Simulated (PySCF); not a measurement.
Compound: C2H16OSi6.
Structure used (PBE0-D3(BJ)/def2-SVP), in Å, numbered top down from 1:
```
atom  x, y, z in Å
C1    -2.7580   -0.9842   -1.2275
C2    -2.4512   -0.1136   -0.0338
O3    -1.3413    0.7085   -0.3206
Si4   -0.5592    1.6065    0.8683
Si5    1.1492    2.7099   -0.2919
Si6    2.7561    1.0887   -0.8556
Si7    1.6829   -0.9699   -1.2077
Si8    0.9235   -1.7574    0.8781
Si9    0.4380    0.0418    2.3180
H10   -2.9577   -0.3615   -2.1121
H11   -3.6402   -1.6126   -1.0340
H12   -1.9052   -1.6402   -1.4567
H13   -2.2452   -0.7466    0.8541
H14   -3.3269    0.5134    0.2219
H15   -1.5248    2.5321    1.5489
H16    0.5904    3.3514   -1.5233
H17    1.7564    3.7695    0.5755
H18    3.6833    0.9303    0.3117
H19    3.5631    1.5135   -2.0427
H20    0.5481   -0.7993   -2.1635
H21    2.6497   -1.9570   -1.7877
H22    1.9792   -2.6368    1.4747
H23   -0.3122   -2.5853    0.6943
H24   -0.4195   -0.3961    3.4648
H25    1.7170    0.5992    2.8645
```

The calculation used PBE0-D3(BJ)/def2-SVP geometry optimisation, gas phase in PySCF.

Take the most abundant isotopes and a rigid rotor. The values belong to one conformer with, in the numbering `[CH3:1][CH2:2][O:3][SiH:4]1[SiH2:5][SiH2:6][SiH2:7][SiH2:8][SiH2:9]1`, C1–C2–O3–Si4 -169°, C2–O3–Si4–Si5 180°, O3–Si4–Si5–Si6 -72°, Si4–Si5–Si6–Si7 32°, Si5–Si6–Si7–Si8 -70°, Si6–Si7–Si8–Si9 29°.

Task: Give the principal moments of inertia and the rotational constants in MHz.

Result: Ia = 767.50, Ib = 952.06, Ic = 1096.84 u·Å²; 505379 MHz·u·Å²/I gives A = 658.5, B = 530.8, C = 460.8 MHz.

Task: Classify the top.

Result: An asymmetric top; Ray's κ = -0.291.

Task: Is it planar, by Δ = Ic − Ia − Ib?

Result: Not planar: Δ = Ic − Ia − Ib = -622.72 u·Å². For a rigid frame Δ = −2 Σ m c², so Σ m c² = 311.36 u·Å² lies off the ab plane: 51.73 from hydrogen and 259.63 from heavier atoms. The atom farthest from that plane is 3.12 Å away.

Task: Give the other two planar moments, Paa and Pbb, and the rms extents of the mass along the axes.

Result: Paa = Σ m a² = (Ib + Ic − Ia)/2 = 640.70 and Pbb = Σ m b² = (Ia + Ic − Ib)/2 = 456.14 u·Å². With the mass M = 223.98 u, the rms extents √(P/M) along a, b and c are 1.69, 1.43, 1.18 Å.

Task: Where do the levels up to J = 2 lie, in K?

Result: Above 0(0,0), as E/k:
J = 1: 1(0,1) 0.048, 1(1,1) 0.054, 1(1,0) 0.057
J = 2: 2(0,2) 0.142, 2(1,2) 0.146, 2(1,1) 0.156, 2(2,1) 0.174, 2(2,0) 0.175
The levels of one J sum to (2J + 1)J(J + 1)(A + B + C)/3.

Task: Which lines would a microwave search look for?

Result: The dipole components are |μa| = 1.18 D, |μb| = 0.30 D, |μc| = 0.14 D. The squared components, which scale the intensities, stand as 1.00 : 0.06 : 0.02 (a : b : c). Some lines, for components of 0.1 D or more:

```json
{"type": "c", "branch": "Q", "J(Ka,Kc)": "2(2,1) ← 2(1,1)", "MHz": "383", "lower level (cm⁻¹)": "0.108"}
{"type": "b", "branch": "Q", "J(Ka,Kc)": "3(2,1) ← 3(1,2)", "MHz": "393", "lower level (cm⁻¹)": "0.210"}
{"type": "b", "branch": "Q", "J(Ka,Kc)": "2(2,0) ← 2(1,1)", "MHz": "405", "lower level (cm⁻¹)": "0.108"}
{"type": "b", "branch": "Q", "J(Ka,Kc)": "2(2,1) ← 2(1,2)", "MHz": "593", "lower level (cm⁻¹)": "0.101"}
{"type": "b", "branch": "Q", "J(Ka,Kc)": "4(3,1) ← 4(2,2)", "MHz": "658", "lower level (cm⁻¹)": "0.360"}
{"type": "b", "branch": "Q", "J(Ka,Kc)": "4(1,3) ← 4(0,4)", "MHz": "687", "lower level (cm⁻¹)": "0.322"}
{"type": "b", "branch": "Q", "J(Ka,Kc)": "4(4,0) ← 4(3,1)", "MHz": "1082", "lower level (cm⁻¹)": "0.382"}
{"type": "b", "branch": "R", "J(Ka,Kc)": "1(1,1) ← 0(0,0)", "MHz": "1119", "lower level (cm⁻¹)": "0.000"}
{"type": "a", "branch": "R", "J(Ka,Kc)": "2(1,1) ← 1(1,0)", "MHz": "2053", "lower level (cm⁻¹)": "0.040"}
{"type": "c", "branch": "R", "J(Ka,Kc)": "2(2,1) ← 1(1,1)", "MHz": "2506", "lower level (cm⁻¹)": "0.037"}
{"type": "a", "branch": "R", "J(Ka,Kc)": "3(2,1) ← 2(2,0)", "MHz": "3051", "lower level (cm⁻¹)": "0.122"}
{"type": "b", "branch": "R", "J(Ka,Kc)": "4(2,2) ← 3(3,1)", "MHz": "3372", "lower level (cm⁻¹)": "0.248"}
{"type": "c", "branch": "R", "J(Ka,Kc)": "3(2,2) ← 2(1,2)", "MHz": "3568", "lower level (cm⁻¹)": "0.101"}
{"type": "b", "branch": "R", "J(Ka,Kc)": "3(3,0) ← 2(2,1)", "MHz": "3805", "lower level (cm⁻¹)": "0.121"}
{"type": "a", "branch": "R", "J(Ka,Kc)": "4(0,4) ← 3(0,3)", "MHz": "3816", "lower level (cm⁻¹)": "0.195"}
{"type": "a", "branch": "R", "J(Ka,Kc)": "4(3,2) ← 3(3,1)", "MHz": "4000", "lower level (cm⁻¹)": "0.248"}
{"type": "a", "branch": "R", "J(Ka,Kc)": "4(2,2) ← 3(2,1)", "MHz": "4099", "lower level (cm⁻¹)": "0.223"}
{"type": "b", "branch": "R", "J(Ka,Kc)": "4(3,2) ← 3(2,1)", "MHz": "4727", "lower level (cm⁻¹)": "0.223"}
{"type": "c", "branch": "R", "J(Ka,Kc)": "4(3,2) ← 3(2,2)", "MHz": "4825", "lower level (cm⁻¹)": "0.220"}
{"type": "c", "branch": "R", "J(Ka,Kc)": "4(4,0) ← 3(3,0)", "MHz": "5107", "lower level (cm⁻¹)": "0.248"}
{"type": "b", "branch": "R", "J(Ka,Kc)": "4(4,0) ← 3(3,1)", "MHz": "5111", "lower level (cm⁻¹)": "0.248"}
```

Task: Estimate the classical rotational partition function at 50 K, 200 K and 298.15 K.

Result: Point group C1, symmetry number σ = 1; q = (√π/σ)·√((kT/h)³/(ABC)), k/h = 20836.6 MHz/K: 149000 at 50 K, 1190000 at 200 K, 2160000 at 298.15 K.

Whether it is a minimum is left open (no frequencies). These are rigid-rotor constants of the computed structure; measured ground-state constants (B0) also hold zero-point vibration. A rigid rotor knows nothing of internal rotation, which can split or shift real lines.
